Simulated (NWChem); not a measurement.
Species: SiBrCl, singlet; SMILES Cl[Si]Br

```xyz
3

Si     1.0165    -0.6493     0.0000
Cl    -0.5028    -2.1108     0.0000
Br    -0.1609     1.3059     0.0000
```
Atoms are numbered in this order, from 1.

Low-valent species are run as closed-shell singlets; no triplet was tried in these runs. All runs use the structure optimised with B3LYP/6-31G* (spherical d).

Spin-orbit effects, on the heavy nuclei and on their neighbours, are missing.

Q: Give the principal values of the shielding tensors (ppm) of Si1, Cl2, Br3 from BHandHLYP/pcSseg-1, GIAO (NWChem), with their diamagnetic and paramagnetic parts as GIAO splits them.

A: 
```
atom     σ11     σ22     σ33  isotropic  diamagnetic  paramagnetic
----  ------  ------  ------  ---------  -----------  ------------
Si1   -443.9   207.4   242.5        2.0        872.1        -870.1
Cl2   -220.3   723.6   743.6      415.7       1148.4        -732.7
Br3     41.2  2049.0  2461.8     1517.3       3125.9       -1608.6
```
